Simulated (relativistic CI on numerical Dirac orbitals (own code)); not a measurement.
## d1 to d9 in one octahedral field

Computed with a parametric ligand-field model without spin-orbit coupling, by exact diagonalisation: B = 720, C = 3380, 10Dq = 11100 cm⁻¹ (Oh; |10Dq|/B = 15.4) for every shell. Energies in cm⁻¹; the field energy is (0.6 n_e − 0.4 n_t2) × 10Dq of the ground term; g labels are left out.

```csv
Shell,Ground term,Electrons in e,Field energy,First spin-allowed bands,Lowest term of other spin
d1,2T2,0.000,-4440,2E 11100,
d2,3T1,0.051,-8311,"3T2 9944, 3T1 19588",1T2 11516
d3,4A2,0.000,-13320,"4T2 11100, 4T1 17151",2E 15201
d4,?,?,?,?,?
d5,6A1,2.000,0,none,4T1 15566
d6,5T2,2.000,-4440,5E 11100,1A1 5787
d7,4T1,2.051,-8311,"4T2 9944, 4T1 19588",2E 4554
d8,3A2,2.000,-13320,"3T2 11100, 3T1 17151",1E 12252
d9,2E,3.000,-6660,2T2 11100,
```

Task: Fill in the row of d4.

Result: Ground term: 5E; Electrons in e: 1.000; Field energy: -6660; First spin-allowed bands: 5T2 11100; Lowest term of other spin: 3T1 8364. Every shell keeps the spin of the free ion. Only d4 to d7 can choose; the field needed to pair spins is smallest for d6 and largest for d5, which loses most exchange energy. In the strong-field picture 10Dq must exceed about 6B + 5C = 21220 (d4), 7.5B + 5C = 22300 (d5), 2.5B + 4C = 15320 (d6) and 4B + 4C = 16400 (d7); mixing of terms shifts these bounds somewhat. High-spin d^(n+5) repeats the spin-allowed bands of d^n, since the half-filled shell is spherical.
